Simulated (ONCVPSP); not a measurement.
Cutoff test, platinum, ONCV

ONCVPSP 4.0.1 input, shortened (lines: element, Z, core and valence counts, functional; n l f; lmax; l rc ep ncon nbas qcut; lloc lpopt rc5 dvloc0; l nproj debl; icmod fcfact rcfact), PBE, scalar-relativistic:

```
  Pt 78.00   12    2        4      upf
    1    0    2.00
    2    0    2.00
    2    1    6.00
    3    0    2.00
    3    1    6.00
    3    2   10.00
    4    0    2.00
    4    1    6.00
    4    2   10.00
    4    3   14.00
    5    0    2.00
    5    1    6.00
    5    2    9.00
    6    0    1.00
    3
    0    2.50    0.00    4    8    2.10
    1    2.25    0.08    4    7    3.00
    2    1.30    0.00    5    8    7.00
    3    2.45    0.09    5   10    5.20
    4    3    1.25    0.00
    0    2    1.90
    1    3    0.40
    2    2    0.40
    3    2    3.40
    1    0.15    0.00
```

Problem. For each optimised wave give the share of its norm inside rc, the residual kinetic energy above qcut (Ha) and the cutoffs (Ha) for errors of 10, 1, 0.1 and 0.01 mHa per electron.

Solution.

```
         wave  norm inside rc  residual KE  10 mHa  1 mHa  0.1 mHa  0.01 mHa
           6s           0.400      1.1e-02     2.3   18.1     26.8      31.8
s projector 2           0.136      1.8e-01     7.1   24.1     33.0      37.1
p projector 1           0.154      2.6e-03     1.1   19.3     28.6      39.9
p projector 2           0.119      2.1e-03     2.6    7.0     37.4      44.6
p projector 3           0.101      8.9e-03     4.3   21.0     46.1      57.0
           5d           0.341      2.9e-04    14.4   18.7     51.9     110.4
d projector 2           0.024      2.5e-05     9.3   14.2     18.6      75.6
f projector 1           0.000      8.0e-09     0.1    0.3      0.8       3.0
f projector 2           0.168      9.8e-03    13.5   37.6     80.4      88.4
```

The occupied waves need 19 Ha and 52 Ha for 1 and 0.1 mHa. Rows with under 1 % of the norm inside rc give no meaningful cutoff. Note: ghosts flagged at negative energy: s at -47.6 eV, p at -313.6 eV, p at -57.5 eV; GHOST(+) flagged for p at 115.4 eV, p at 382.4 eV. A true bound ghost makes a file unfit for plane-wave use.
